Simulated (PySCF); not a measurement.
Al(H)(OH)2 (AlH3O2), SMILES [OH][AlH][OH]. Atoms are numbered in the order given.

```xyz
6

Al     0.0000     0.0000    -0.4566
H      0.0000     0.0000    -2.0154
O      0.0000    -1.4988     0.3368
H      0.0000    -1.6517     1.2815
O      0.0000     1.4988     0.3368
H      0.0000     1.6517     1.2815
```

Coordinates come from a B3LYP-D3(BJ)/def2-TZVP optimisation. One conformer was computed; it need not be the lowest.

Calculation: B3LYP/pcJ-1 (PySCF).

Isotropic couplings with Fermi-contact, spin-dipole and both spin-orbit terms, one fixed conformer, no vibrational averaging. Isotopes: 1H.

Computed spin–spin coupling constants:
| pair | bonds apart | J (Hz) |
|---|---|---|
| H2–H4 | 3 | 7.8 |
| H2–H6 | 3 | 7.8 |
